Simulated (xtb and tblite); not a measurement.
Relaxed torsion scan: C₆H₁₆SSi, SMILES CS[SiH2]CC(C)(C)C. Scanned: dihedral C1–S2–Si3–C4 and dihedral S2–Si3–C4–C5; all other coordinates were relaxed at GFN2-xTB. Points at φ and −φ are mirror images. Heavy atoms are numbered in the order of the SMILES CS[SiH2]CC(C)(C)C, hydrogens after them in the order of the atoms that carry them; the mirror image has the same energies with the sign of each dihedral reversed.

Level of theory: GFN2-xTB (xtb and tblite).

Energy in kcal/mol above the lowest grid point; x is the dihedral C1–S2–Si3–C4 (°), y the dihedral S2–Si3–C4–C5 (°).

```csv
y \ x,-150,-120,-90,-60,-30,0,30,60,90,120,150,180
180,0.6,1.5,1.4,1.1,1.7,2.3,1.7,1.1,1.4,1.5,0.6,0.0
150,1.2,2.1,1.8,1.6,2.4,2.8,2.0,1.3,1.8,1.9,0.8,0.3
120,1.8,2.7,2.5,2.3,3.1,3.5,2.9,2.0,2.5,2.6,1.5,0.9
90,1.6,2.5,3.1,4.5,5.0,4.1,2.5,1.9,2.2,2.3,1.3,0.8
60,1.9,2.8,3.0,5.5,7.7,7.7,4.1,1.7,2.3,2.2,1.1,0.8
30,2.0,3.1,3.7,5.4,8.8,9.4,7.6,4.0,2.4,2.6,1.7,1.0
0,2.4,3.3,4.0,6.0,8.7,10.6,8.7,6.0,4.0,3.3,2.4,1.8
-30,1.7,2.6,2.4,4.0,7.6,9.4,8.8,5.4,3.7,3.1,2.0,1.0
-60,1.1,2.2,2.3,1.7,4.1,7.7,7.7,5.5,3.0,2.8,1.9,0.8
-90,1.3,2.3,2.2,1.9,2.5,4.1,5.0,4.5,3.1,2.5,1.6,0.8
-120,1.5,2.6,2.5,2.0,2.9,3.5,3.1,2.3,2.5,2.7,1.8,0.9
-150,0.8,1.9,1.8,1.3,2.0,2.8,2.4,1.6,1.8,2.1,1.2,0.3
```

The six lowest points that lie below all their neighbours on the grid: x = 180, y = 180 (0.0 kcal/mol); x = 180, y = -60 (0.8 kcal/mol); x = 180, y = 60 (0.8 kcal/mol); x = -60, y = 180 (1.1 kcal/mol); x = 60, y = 180 (1.1 kcal/mol); x = -60, y = -60 (1.7 kcal/mol). The lowest path on the grid from the first to the second passes x = 180, y = -120 at 0.9 kcal/mol.
